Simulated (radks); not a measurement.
Spherical quantum dot in the effective-mass picture: electrons in a hard-walled sphere of radius 4.02, all in effective atomic units (hartree* = m*/eps^2 hartree, bohr* = eps/m* bohr), one dielectric constant everywhere. Method: non-relativistic Kohn-Sham, exchange-only LDA, spin-polarised, spherical densities; computed with a radial shooting solver with Libxc functionals. Levels are named by radial order and angular momentum (1s, 1p, 1d, 2s, ...), and open shells are averaged over m. Each electron was tried in the lowest free levels, single moves between levels near the top were tried too, and the lowest total energy was kept; such a search can miss a lower state. At N = 1 the Hartree and exchange-correlation terms need not cancel, so that row can carry a self-interaction error.

N,open shells,2S,E (hartree*),mu = E(N) - E(N-1) (hartree*),addition energy mu(N+1) - mu(N) (hartree*),rms radius (bohr*)
1,"1s(up 1, down 0)",1,0.334993,0.33499,0.4259,2.164
2,none,0,1.09585,0.76086,0.5655,2.266
3,"1p(up 1, down 0)",1,2.42219,1.3263,0.3049,2.407
4,"1p(up 2, down 0)",2,4.05341,1.6312,0.3133,2.487
5,"1p(up 3, down 0)",3,5.99789,1.9445,0.4294,2.543
6,"1p(up 3, down 1)",2,8.37181,2.3739,0.2921,2.588
7,"1p(up 3, down 2)",1,11.0378,2.6660,0.3016,2.625
8,none,0,14.0054,2.9676,0.6245,2.656
9,"1d(up 1, down 0)",1,17.5975,3.5921,0.2964,2.693
10,"1d(up 2, down 0)",2,21.4859,3.8885,0.2982,2.725
11,"1d(up 3, down 0)",3,25.6726,4.1867,0.2993,2.752
12,"1d(up 4, down 0)",4,30.1586,4.4860,0.2999,2.775
13,"1d(up 5, down 0)",5,34.9445,4.7858,0.4034,2.796
14,"1d(up 5, down 1)",4,40.1337,5.1892,0.2900,2.816
15,"1d(up 5, down 2)",3,45.6129,5.4792,0.2922,2.833
16,"1d(up 5, down 3)",2,51.3843,5.7714,0.2935,2.849
17,"1d(up 5, down 4)",1,57.4493,6.0649,0.2944,2.863
18,none,0,63.8086,6.3593,0.6802,2.877
19,"1f(up 1, down 0)",1,70.8481,7.0395,0.2900,2.893
20,"1f(up 2, down 0)",2,78.1776,7.3295,0.2905,2.907
21,"1f(up 3, down 0)",3,85.7976,7.6200,0.2909,2.920
22,"1f(up 4, down 0)",4,93.7085,7.9109,0.2911,2.932
23,"1f(up 5, down 0)",5,101.910,8.2020,-,2.944

All shells are closed at N = 2, 8, 18 (there: 1s2 1p6 1d10); the second difference of the energy has clear peaks (12 % above both neighbours; the first and last values, which can be the largest, are not judged, and half-filled shells can peak too) at N = 2, 5, 8, 13, 18.
